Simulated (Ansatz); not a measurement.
Consider the formal loss of a carbene: `C[O][Mg][OH]` → `[CH2]` (triplet) + `[OH][Mg][OH]`.

Isolated molecules relaxed with PBE0-D4/def2-TZVP in Ansatz; ΔE leaves out vibrations. CCSD(T)/CBS adds triple-zeta CCSD(T) − MP2 to the extrapolated MP2 energy (def2 sets, frozen cores). This one scheme is used for every species. Functionals use def2-TZVPP. B3LYP here is the variant with VWN-RPA as its local correlation; programs differ in this. Triplets are unrestricted, without spin–orbit coupling. For Mg outer-core shells are correlated without core-valence functions, which leaves a few kJ/mol of doubt a bond. One conformer a species, not always the lowest.

`C[O][Mg][OH]`:

Cartesian coordinates in Å:
```
C 0.547 1.552 0.580
O 0.107 0.329 0.130
Mg -0.465 -1.233 -0.436
O -1.100 -2.797 -0.952
H -0.108 1.959 1.363
H 0.583 2.296 -0.229
H 1.559 1.490 1.006
H -1.124 -3.596 -1.462
```

`[CH2]` (triplet):

Cartesian coordinates in Å:
```
C -0.182 0.017 0.207
H 0.700 0.614 0.381
H -0.518 -0.631 -0.588
```

`[OH][Mg][OH]`:

```xyz
5

O     0.747   -1.051   -1.207
Mg   -0.002    0.000   -0.001
O    -0.758    1.050    1.201
H     1.237   -1.251   -1.993
H    -1.223    1.251    2.001
```

```tsv
level	ΔE (kJ/mol)	difference from CCSD(T)/CBS
revPBE-D4	372.2	-3.6
BLYP-D4	376.3	0.5
B3LYP-D4	375.8	0.0
r2SCAN0-D4	352.4	-23.4
CAM-B3LYP-D4	380.2	4.4
ωB97X-V	391.6	15.8
revPBE	358.8	-17.0
r2SCAN	356.1	-19.7
PBE0	373.5	-2.3
r2SCANh	354.0	-21.8
BHLYP	360.4	-15.4
CAM-B3LYP	376.9	1.1
CCSD(T)/def2-TZVPP	367.0	-8.8
HF/def2-QZVPP	245.2	-130.6
SCS-MP2/def2-QZVPP	386.9	11.1
MP2/CBS(def2)	382.6	6.8
CCSD(T)/CBS	375.8	0
```

Largest T1 diagnostic among the species: 0.011.

Leaving LDA and LC-ωPBE aside and taking each functional with its dispersion term where it has one, the values spread over 39.2 kJ/mol, from r2SCAN0-D4 to ωB97X-V. LDA lies +69.5 kJ/mol from PBE without D4. In def2-TZVPP, CCSD(T) changes the Hartree–Fock value by +122.6 kJ/mol (the triples alone add +9.8 kJ/mol) and MP2 by +129.4 kJ/mol. From BLYP to BHLYP (50 % exact exchange), in def2-TZVPP and without D4, ΔE moves by −7.3 kJ/mol.
